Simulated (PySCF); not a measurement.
## Tb (terbium, neutral) across methods

[Xe] 4f9 6s2, one real determinant. Calculation: PySCF 2.14, in cc-pVDZ-X2C (8s7p5d3f1g, 84 functions); scalar relativity by spin-free X2C-1e. The B2PLYP total includes its PT2 part (frozen core); its orbital energies are those of the SCF part.

```tsv
method	E (hartree)	mean ε 6s α (eV)	mean ε 6s β (eV)	mean ε 4f β (eV)	Σ⟨r²⟩ (bohr²)	⟨S²⟩
PBE0	-11708.10	-4.284	-4.140	-3.008	80.12	8.758
PBE	-11708.23	-3.804	-3.647	-0.824	79.55	8.760
r2SCAN	-11708.47	-3.887	-3.660	-0.874	80.62	8.766
LDA	-11699.90	-3.948	-3.796	-0.748	78.50	8.760
UHF	-11704.08975	-5.105	-4.968	-9.282	84.68	8.761
BP86	-11709.90	-3.939	-3.784	-1.008	78.96	8.760
r2SCAN0	-11708.31	-4.344	-4.142	-3.101	80.80	8.761
```

Q: Estimate the same row for B2PLYP.

A: E (hartree) = -11707.51; mean ε 6s α (eV) = -4.563; mean ε 6s β (eV) = -4.432; mean ε 4f β (eV) = -5.214; Σ⟨r²⟩ (bohr²) = 81.26; ⟨S²⟩ = 8.758.

⟨L²⟩ = 24.01 against 30 for a pure H term, so this real determinant mixes terms. Spin-orbit coupling, absent here, splits the open shell strongly.
